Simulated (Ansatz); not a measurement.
Consider the formal exchange of groups at a C–Si bond: `C=C[Si](C)(F)Cl` + `C=[CH][AlH2]` → `C=C[C](=C)[AlH2]` + `C[SiH](F)Cl`.

Isolated molecules relaxed with PBE0-D4/def2-TZVP in Ansatz; ΔE leaves out vibrations. CBS: MP2 limit from def2 TZ/QZ plus the TZ coupled-cluster correction, frozen cores. One conformer a species, not always the lowest.

```json
{"species": "`C=C[Si](C)(F)Cl`", "MP2/def2-QZVPP energy (Eh)": "-966.38316"}
{"species": "`C=[CH][AlH2]`", "MP2/def2-QZVPP energy (Eh)": "-321.00758"}
{"species": "`C=C[C](=C)[AlH2]`", "MP2/def2-QZVPP energy (Eh)": "-398.25961"}
{"species": "`C[SiH](F)Cl`", "MP2/def2-QZVPP energy (Eh)": "-889.12526"}
```

(1) Work out ΔE.

Largest T1 diagnostic among the species: 0.012.

## Answers

(1) ΔE = (-398.25961) + (-889.12526) − (-966.38316) − (-321.00758) = 0.00587 Eh = +3.7 kcal/mol. CCSD(T)/CBS gives +4.5 kcal/mol.
